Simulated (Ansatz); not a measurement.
Nudged elastic band run: CH₁₀N₂Si₂

The input (input.yaml):

```yaml
crystal:
  periodic: [false, false, false]
  atoms:
    - { symbol: "N", position_ang: [-1.089524, 1.909225, 1.75721] }
    - { symbol: C, position_ang: [-0.975472, 0.970478, 0.642543] }
    - { symbol: Si, position_ang: [0.392163, -0.323996, 0.986365] }
    - { symbol: Si, position_ang: [0.678774, -1.727031, -0.882975] }
    - { symbol: "N", position_ang: [1.049859, -0.689226, -2.252507] }
    - { symbol: H, position_ang: [-0.230716, 2.468545, 1.836989] }
    - { symbol: H, position_ang: [-1.849451, 2.582679, 1.591445] }
    - { symbol: H, position_ang: [-0.794577, 1.425445, -0.369526] }
    - { symbol: H, position_ang: [-1.925224, 0.398903, 0.545831] }
    - { symbol: H, position_ang: [0.040516, -1.131684, 2.208799] }
    - { symbol: H, position_ang: [1.680769, 0.41182, 1.267866] }
    - { symbol: H, position_ang: [1.846675, -2.662071, -0.701535] }
    - { symbol: H, position_ang: [-0.548632, -2.614104, -1.018664] }
    - { symbol: H, position_ang: [1.308598, -1.142266, -3.134142] }
    - { symbol: H, position_ang: [0.39424, 0.072483, -2.448499] }
basis:
  gaussian: { orbitals: def2-SVP }
hamiltonian:
  xc: pbe
  dispersion: d4
neb:
  order_check: false
  images: 7
  f_tol: 0.05
  max_iterations: 60
  final_atoms:
    - { symbol: "N", position_ang: [-1.19327339, 1.80885177, 1.12215706] }
    - { symbol: C, position_ang: [-0.19074072, 1.09935335, 0.28067971] }
    - { symbol: Si, position_ang: [0.42367069, -0.48611691, 0.97408669] }
    - { symbol: Si, position_ang: [1.02960958, -1.74338577, -0.9355324] }
    - { symbol: "N", position_ang: [0.38236363, -0.70644648, -2.1788341] }
    - { symbol: H, position_ang: [-0.86807878, 2.39448407, 1.94030481] }
    - { symbol: H, position_ang: [-1.80582009, 2.43816577, 0.56938389] }
    - { symbol: H, position_ang: [0.5089263, 1.83206087, -0.15908462] }
    - { symbol: H, position_ang: [-1.82061182, 1.09624779, 1.53961635] }
    - { symbol: H, position_ang: [-0.81006119, -1.08950898, 1.64911951] }
    - { symbol: H, position_ang: [1.48545587, -0.56344268, 2.07457239] }
    - { symbol: H, position_ang: [2.52354061, -1.94432377, -1.0730581] }
    - { symbol: H, position_ang: [0.45792498, -3.15095815, -0.88064686] }
    - { symbol: H, position_ang: [0.12078744, -1.03394622, -3.11001325] }
    - { symbol: H, position_ang: [-0.26569512, -0.00183464, -1.78355107] }
  initial_path:
    images:
      - { positions_ang: [[-1.089524, 1.909225, 1.75721], [-0.975472, 0.970478, 0.642543], [0.392163, -0.323996, 0.986365], [0.678774, -1.727031, -0.882975], [1.049859, -0.689226, -2.252507], [-0.230716, 2.468545, 1.836989], [-1.849451, 2.582679, 1.591445], [-0.794577, 1.425445, -0.369526], [-1.925224, 0.398903, 0.545831], [0.040516, -1.131684, 2.208799], [1.680769, 0.41182, 1.267866], [1.846675, -2.662071, -0.701535], [-0.548632, -2.614104, -1.018664], [1.308598, -1.142266, -3.134142], [0.39424, 0.072483, -2.448499]] }
      - { positions_ang: [[-1.11456117, 1.87497138, 1.74622414], [-0.96683501, 0.96867127, 0.61765011], [0.38554658, -0.31192955, 0.97082307], [0.70517704, -1.69347582, -0.89649963], [1.07162086, -0.70603298, -2.2811002], [-0.2785101, 2.45197997, 1.86138503], [-1.87388295, 2.55721747, 1.55815186], [-0.74447888, 1.47306718, -0.35241441], [-1.91132164, 0.468021, 0.76830967], [0.0334425, -1.13275398, 2.1863558], [1.67268409, 0.41785043, 1.28061224], [1.83668198, -2.64342815, -0.70387966], [-0.55673572, -2.53389025, -1.09236718], [1.34814655, -1.20605801, -3.10566381], [0.37102387, -0.03500997, -2.52838703]] }
      - { positions_ang: [[-1.13959833, 1.84071776, 1.73523827], [-0.95819802, 0.96686454, 0.59275722], [0.37893016, -0.29986311, 0.95528114], [0.73158007, -1.65992065, -0.91002425], [1.09338273, -0.72283995, -2.3096934], [-0.3263042, 2.43541494, 1.88578107], [-1.8983149, 2.53175595, 1.52485872], [-0.69438075, 1.52068937, -0.33530282], [-1.89741927, 0.537139, 0.99078835], [0.02636899, -1.13382395, 2.1639126], [1.66459918, 0.42388086, 1.29335849], [1.82668896, -2.6247853, -0.70622433], [-0.56483945, -2.4536765, -1.16607037], [1.38769509, -1.26985001, -3.07718562], [0.34780774, -0.14250293, -2.60827506]] }
      - { positions_ang: [[-1.1646355, 1.80646413, 1.72425241], [-0.94956104, 0.96505781, 0.56786433], [0.37231374, -0.28779666, 0.93973921], [0.75798311, -1.62636547, -0.92354888], [1.11514459, -0.73964693, -2.3382866], [-0.37409829, 2.41884991, 1.9101771], [-1.92274684, 2.50629442, 1.49156558], [-0.64428263, 1.56831155, -0.31819122], [-1.88351691, 0.606257, 1.21326702], [0.01929549, -1.13489393, 2.14146939], [1.65651427, 0.42991129, 1.30610473], [1.81669594, -2.60614245, -0.70856899], [-0.57294317, -2.37346275, -1.23977355], [1.42724364, -1.33364202, -3.04870743], [0.32459161, -0.2499959, -2.68816309]] }
      - { positions_ang: [[-1.18967266, 1.77221051, 1.71326654], [-0.94092405, 0.96325108, 0.54297143], [0.36569732, -0.27573022, 0.92419729], [0.78438615, -1.5928103, -0.9370735], [1.13690645, -0.7564539, -2.3668798], [-0.42189239, 2.40228487, 1.93457313], [-1.94717879, 2.4808329, 1.45827244], [-0.59418451, 1.61593373, -0.30107963], [-1.86961454, 0.675375, 1.43574569], [0.01222198, -1.13596391, 2.11902619], [1.64842936, 0.43594172, 1.31885097], [1.80670292, -2.58749959, -0.71091365], [-0.58104689, -2.293249, -1.31347674], [1.46679218, -1.39743403, -3.02022925], [0.30137547, -0.35748886, -2.76805113]] }
      - { positions_ang: [[-1.19057284, 1.78137082, 1.56548917], [-0.75337822, 0.99727665, 0.4773985], [0.38019066, -0.32832689, 0.93666964], [0.84569201, -1.63045417, -0.93668823], [0.94827075, -0.74395205, -2.31986837], [-0.53343899, 2.40033467, 1.93600605], [-1.91183912, 2.47016611, 1.2360503], [-0.31840681, 1.66996552, -0.26558088], [-1.85736386, 0.7805932, 1.46171336], [-0.19334881, -1.12435018, 2.00154952], [1.60768599, 0.18609562, 1.50778132], [1.98591234, -2.42670564, -0.80144976], [-0.32130392, -2.50767629, -1.20526927], [1.130291, -1.30656208, -3.04267525], [0.15960783, -0.26857531, -2.52192611]] }
      - { positions_ang: [[-1.19147302, 1.79053114, 1.4177118], [-0.56583239, 1.03130222, 0.41182557], [0.394684, -0.38092357, 0.94914199], [0.90699786, -1.66809803, -0.93630295], [0.75963504, -0.73145019, -2.27285695], [-0.64498558, 2.39838447, 1.93743897], [-1.87649944, 2.45949933, 1.01382817], [-0.0426291, 1.7239973, -0.23008212], [-1.84511318, 0.8858114, 1.48768102], [-0.3989196, -1.11273644, 1.88407285], [1.56694262, -0.06375048, 1.69671168], [2.16512177, -2.26591168, -0.89198588], [-0.06156096, -2.72210357, -1.0970618], [0.79378981, -1.21569012, -3.06512125], [0.01784018, -0.17966175, -2.2758011]] }
      - { positions_ang: [[-1.19237321, 1.79969145, 1.26993443], [-0.37828655, 1.06532778, 0.34625264], [0.40917734, -0.43352024, 0.96161434], [0.96830372, -1.7057419, -0.93591768], [0.57099934, -0.71894834, -2.22584553], [-0.75653218, 2.39643427, 1.93887189], [-1.84115976, 2.44883255, 0.79160603], [0.2331486, 1.77802908, -0.19458337], [-1.8328625, 0.99102959, 1.51364869], [-0.6044904, -1.10112271, 1.76659618], [1.52619924, -0.31359658, 1.88564203], [2.34433119, -2.10511772, -0.98252199], [0.19818201, -2.93653086, -0.98885433], [0.45728863, -1.12481817, -3.08756725], [-0.12392747, -0.0907482, -2.02967609]] }
      - { positions_ang: [[-1.19327339, 1.80885177, 1.12215706], [-0.19074072, 1.09935335, 0.28067971], [0.42367069, -0.48611691, 0.97408669], [1.02960958, -1.74338577, -0.9355324], [0.38236363, -0.70644648, -2.1788341], [-0.86807878, 2.39448407, 1.94030481], [-1.80582009, 2.43816577, 0.56938389], [0.5089263, 1.83206087, -0.15908462], [-1.82061182, 1.09624779, 1.53961635], [-0.81006119, -1.08950898, 1.64911951], [1.48545587, -0.56344268, 2.07457239], [2.52354061, -1.94432377, -1.0730581], [0.45792498, -3.15095815, -0.88064686], [0.12078744, -1.03394622, -3.11001325], [-0.26569512, -0.00183464, -1.78355107]] }
```

Command:

```bash
$ ansatz run input.yaml --threads 2 --pin off --max-ram 3072MiB --backend cpu --events-out ev --progress --plain --runs-dir out
```

Output, in part (warnings, iteration lines, the closing report on the highest movable image, with atoms numbered from 0):

```
NEB end point (image 0): max|allowed force component| = 1.873e-2 eV/Å (the criterion of neb.relax_end_points is 1.000e-2)
NEB end point (image 8): max|allowed force component| = 1.264e-2 eV/Å (the criterion of neb.relax_end_points is 1.000e-2)
NEB iter   1: max|band force component| = 5.097e0 eV/Å  barrier→ = 4.8625 eV  barrier← = 2.7232 eV  Δτ_max = 0.1972 Å  (268 SCF iters)
NEB iter   2: max|band force component| = 2.818e0 eV/Å  barrier→ = 3.4005 eV  barrier← = 1.2612 eV  Δτ_max = 0.2000 Å  (207 SCF iters)
NEB iter   3: max|band force component| = 2.592e0 eV/Å  barrier→ = 3.0620 eV  barrier← = 0.9228 eV  Δτ_max = 0.2000 Å  (203 SCF iters)
NEB iter   4: max|band force component| = 2.243e0 eV/Å  barrier→ = 3.0441 eV  barrier← = 0.9049 eV  Δτ_max = 0.1972 Å  (199 SCF iters)
NEB iter   5: max|band force component| = 2.420e0 eV/Å  barrier→ = 2.8035 eV  barrier← = 0.6643 eV  Δτ_max = 0.2000 Å  (199 SCF iters)
NEB iter   6: max|band force component| = 2.004e0 eV/Å  barrier→ = 3.1017 eV  barrier← = 0.9625 eV  Δτ_max = 0.2000 Å  (206 SCF iters)
NEB iter   7: max|band force component| = 3.011e0 eV/Å  barrier→ = 2.9760 eV  barrier← = 0.8367 eV  Δτ_max = 0.0999 Å  (208 SCF iters)
NEB iter   8: max|band force component| = 1.003e0 eV/Å  barrier→ = 2.7174 eV  barrier← = 0.5782 eV  Δτ_max = 0.1998 Å  (205 SCF iters)
NEB iter   9: max|band force component| = 1.177e0 eV/Å  barrier→ = 2.7714 eV  barrier← = 0.6322 eV  Δτ_max = 0.0976 Å  (204 SCF iters)
NEB iter  10: max|band force component| = 9.097e-1 eV/Å  barrier→ = 2.9701 eV  barrier← = 0.8308 eV  Δτ_max = 0.1013 Å  (200 SCF iters)
NEB iter  11: max|band force component| = 9.064e-1 eV/Å  barrier→ = 3.0057 eV  barrier← = 0.8664 eV  CI = image 4  Δτ_max = 0.1357 Å  (206 SCF iters)
NEB iter  12: max|band force component| = 3.214e-1 eV/Å  barrier→ = 3.0380 eV  barrier← = 0.8987 eV  CI = image 4  Δτ_max = 0.1004 Å  (200 SCF iters)
NEB iter  13: max|band force component| = 2.919e-1 eV/Å  barrier→ = 3.0332 eV  barrier← = 0.8940 eV  CI = image 4  Δτ_max = 0.0507 Å  (198 SCF iters)
NEB iter  14: max|band force component| = 1.176e-1 eV/Å  barrier→ = 3.0243 eV  barrier← = 0.8850 eV  CI = image 4  Δτ_max = 0.1015 Å  (202 SCF iters)
NEB iter  15: max|band force component| = 1.006e-1 eV/Å  barrier→ = 3.0176 eV  barrier← = 0.8783 eV  CI = image 4  Δτ_max = 0.0754 Å  (197 SCF iters)
NEB iter  16: max|band force component| = 1.502e-1 eV/Å  barrier→ = 3.0142 eV  barrier← = 0.8750 eV  CI = image 4  Δτ_max = 0.0377 Å  (208 SCF iters)
NEB iter  17: max|band force component| = 1.007e-1 eV/Å  barrier→ = 3.0121 eV  barrier← = 0.8728 eV  CI = image 4  Δτ_max = 0.0378 Å  (207 SCF iters)
NEB iter  18: max|band force component| = 6.469e-2 eV/Å  barrier→ = 3.0099 eV  barrier← = 0.8707 eV  CI = image 4  Δτ_max = 0.0377 Å  (204 SCF iters)
NEB iter  19: max|band force component| = 6.224e-2 eV/Å  barrier→ = 3.0079 eV  barrier← = 0.8686 eV  CI = image 4  Δτ_max = 0.0377 Å  (206 SCF iters)
NEB iter  20: max|band force component| = 6.929e-2 eV/Å  barrier→ = 3.0059 eV  barrier← = 0.8667 eV  CI = image 4  Δτ_max = 0.0189 Å  (206 SCF iters)
NEB iter  21: max|band force component| = 5.376e-2 eV/Å  barrier→ = 3.0050 eV  barrier← = 0.8658 eV  CI = image 4  Δτ_max = 0.0189 Å  (197 SCF iters)
NEB iter  22: max|band force component| = 3.373e-2 eV/Å  barrier→ = 3.0041 eV  barrier← = 0.8649 eV  CI = image 4  Δτ_max = 0.0377 Å  (204 SCF iters)
NEB iter  23: max|band force component| = 8.493e-2 eV/Å  barrier→ = 3.0024 eV  barrier← = 0.8631 eV  CI = image 4  Δτ_max = 0.0756 Å  (31 SCF iters)
NEB iter  24: max|band force component| = 9.629e-2 eV/Å  barrier→ = 2.9993 eV  barrier← = 0.8600 eV  CI = image 4  Δτ_max = 0.0756 Å  (205 SCF iters)
NEB iter  25: max|band force component| = 9.221e-2 eV/Å  barrier→ = 2.9965 eV  barrier← = 0.8573 eV  CI = image 4  Δτ_max = 0.0756 Å  (203 SCF iters)
NEB iter  26: max|band force component| = 1.037e-1 eV/Å  barrier→ = 2.9945 eV  barrier← = 0.8552 eV  CI = image 4  Δτ_max = 0.0756 Å  (203 SCF iters)
NEB iter  27: max|band force component| = 1.187e-1 eV/Å  barrier→ = 2.9940 eV  barrier← = 0.8547 eV  CI = image 4  Δτ_max = 0.0755 Å  (206 SCF iters)
NEB iter  28: max|band force component| = 1.238e-1 eV/Å  barrier→ = 2.9912 eV  barrier← = 0.8519 eV  CI = image 4  Δτ_max = 0.0378 Å  (208 SCF iters)
NEB iter  29: max|band force component| = 8.618e-2 eV/Å  barrier→ = 2.9905 eV  barrier← = 0.8512 eV  CI = image 4  Δτ_max = 0.0378 Å  (208 SCF iters)
NEB iter  30: max|band force component| = 5.234e-2 eV/Å  barrier→ = 2.9901 eV  barrier← = 0.8509 eV  CI = image 4  Δτ_max = 0.0377 Å  (209 SCF iters)
NEB iter  31: max|band force component| = 3.152e-2 eV/Å  barrier→ = 2.9899 eV  barrier← = 0.8506 eV  CI = image 4  Δτ_max = 0.0000 Å  (415 SCF iters)
Total energy: -19911.06026480 eV, -731.7179685299 hartree
Atom 0 at    -1.229622     1.923045     1.281620 Å, force     0.000023    -0.010769    -0.002899 eV/Å
Atom 1 at    -0.346088     1.057998     0.292927 Å, force    -0.003243     0.004139     0.002458 eV/Å
Atom 2 at     0.406300    -0.465513     1.023829 Å, force     0.000144    -0.002972    -0.004249 eV/Å
Atom 3 at     1.008515    -1.711055    -0.890454 Å, force    -0.007705     0.014366    -0.020297 eV/Å
Atom 4 at     0.349380    -0.731467    -2.183928 Å, force    -0.010359    -0.013810     0.021530 eV/Å
Atom 5 at    -0.992673     1.967415     2.289412 Å, force     0.000477     0.003405     0.001902 eV/Å
Atom 6 at    -1.443061     2.850427     0.900265 Å, force    -0.000583     0.000451     0.000015 eV/Å
Atom 7 at     0.309694     1.703023    -0.319756 Å, force     0.002903    -0.001008    -0.000253 eV/Å
Atom 8 at    -1.749624     1.124268     0.664402 Å, force     0.003292     0.004263     0.000275 eV/Å
Atom 9 at    -0.660324    -1.182889     1.830280 Å, force    -0.000598     0.001105     0.000723 eV/Å
Atom 10 at     1.568468    -0.313826     2.001001 Å, force    -0.002116    -0.000192     0.001116 eV/Å
Atom 11 at     2.503172    -1.858600    -1.050926 Å, force     0.002737     0.000229     0.000046 eV/Å
Atom 12 at     0.481623    -3.132692    -0.785088 Å, force     0.002484     0.001202    -0.000926 eV/Å
Atom 13 at     0.238973    -1.105046    -3.129592 Å, force     0.005722    -0.003639     0.004679 eV/Å
Atom 14 at    -0.466733    -0.175888    -1.894792 Å, force     0.006819     0.003230    -0.004120 eV/Å
Dipole moment:    -0.595843     0.804005     0.214007 e Å
```

The forces met the threshold. The band force fell under the threshold earlier too, but the program's further tests of the path sent the band on. Neighbouring images differ by up to 2.9 eV, so the band resolves the path poorly. A vibrational analysis at the climbing image gives one clearly imaginary mode, 1379i cm⁻¹: a first-order saddle point. The orbitals stay closed-shell, which can raise the energy where a bond breaks towards radicals; this wasn't checked here.

Final band (atoms are numbered from 1 in the order of the input):

| image | path coordinate (Å) | energy (eV) | C2–H9 (Å) | N1–H9 (Å) |
| --- | --- | --- | --- | --- |
| 0 | 0.00 | 0.00 | 1.11 | 2.11 |
| 1 | 1.14 | 0.01 | 1.11 | 2.11 |
| 2 | 2.29 | 0.02 | 1.11 | 2.11 |
| 3 | 3.43 | 0.13 | 1.11 | 2.02 |
| 4 | 4.58 | 2.99 | 1.45 | 1.14 |
| 5 | 5.01 | 2.50 | 1.85 | 1.02 |
| 6 | 5.44 | 2.21 | 2.07 | 1.03 |
| 7 | 5.87 | 2.16 | 2.08 | 1.04 |
| 8 | 6.30 | 2.14 | 2.06 | 1.04 |

The run took 7.1 min on 2 threads of AMD EPYC 7R43 64-Core Processor (Zen 3), with other jobs on the host, peak memory 0.19 GiB.
